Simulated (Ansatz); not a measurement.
A calculation with Ansatz (development build ahead of 0.2.0).

```yaml
crystal:
  periodic: [false, false, false]
  atoms:
    - { symbol: Al, position_ang: [0.00817, 0.00491, -0.00302] }
    - { symbol: Cl, position_ang: [2.0815, -0.00341, 0.00905] }
    - { symbol: Cl, position_ang: [-1.04272, 1.79308, 0.00597] }
    - { symbol: Cl, position_ang: [-1.03797, -1.80716, -0.00723] }
basis:
  gaussian: { orbitals: cc-pVTZ }
hamiltonian:
  xc: hf
correlation:
  method: mp2
  frozen_orbitals: { Al: 5, Cl: 5 }
```

The input is written out in the form of the current development build from the run's settings.

Results

```yaml
Converged: yes
Reference_energy: -1620.71919 hartree
Correlation_energy: -0.62402 hartree
Total_energy: -1621.34322 hartree
Spin_squared_of_the_determinant: 0.000
```
